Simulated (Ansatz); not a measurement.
Reaction (ligand exchange at the Si–O bond): `[SiH3][O][Al]([SH])[Cl]` + `FC1NCO1` → `FC1OCN1[SiH3]` + `[OH][Al]([SH])[Cl]`

Gas-phase electronic energies from Ansatz, PBE0-D4/def2-TZVP geometries. CBS: MP2 limit from def2 TZ/QZ plus the TZ coupled-cluster correction, frozen cores. Functionals use def2-TZVPP. One conformer a species, not always the lowest.

```json
{"species": "`[SiH3][O][Al]([SH])[Cl]`", "ωB97X-V energy (Eh)": "-1468.00451"}
{"species": "`FC1NCO1`", "ωB97X-V energy (Eh)": "-308.43133"}
{"species": "`FC1OCN1[SiH3]`", "ωB97X-V energy (Eh)": "-599.10832"}
{"species": "`[OH][Al]([SH])[Cl]`", "ωB97X-V energy (Eh)": "-1177.30533"}
```

Q: Work out ΔE.

A: ΔE = (-599.10832) + (-1177.30533) − (-1468.00451) − (-308.43133) = 0.02219 Eh = +0.60 eV. CCSD(T)/CBS gives +0.61 eV.

Largest T1 diagnostic among the species: 0.012.

From PBE to PBE0 (25 % exact exchange), in def2-TZVPP and without D4, ΔE moves by +0.05 eV. The D4 term adds −0.04 eV with B3LYP and −0.02 eV with PBE0; it sums over pairs of atoms, weighted by their polarisabilities, and B3LYP, whose exchange is more repulsive, gets the larger term.

B3LYP here is the variant with VWN-RPA as its local correlation; programs differ in this.
